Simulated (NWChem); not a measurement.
Species: BH3S3; SMILES SB(S)S

```xyz
7

B      0.0056     0.0111     0.0000
S     -1.7962    -0.1703     0.0000
H     -1.8252    -1.5206     0.0000
S      0.6023     1.7196     0.0000
H      1.9243     1.4522     0.0000
S      1.0257    -1.4833     0.0000
H      2.2441    -0.9023     0.0000
```
Atoms are numbered in this order, from 1.

Results from NWChem. All runs use the structure optimised with PBE0/def2-SVP. Level: PBE0/def2-SVPD; rows give the wavelength of the field.

For field 589 nm:

- isotropic polarisability (bohr³): 82.0
- anisotropy (bohr³): 33.8

### Question
What are these values for field 1065 nm?

### Answer
The isotropic polarisability (bohr³) is 79.6 and the anisotropy (bohr³) is 32.0.
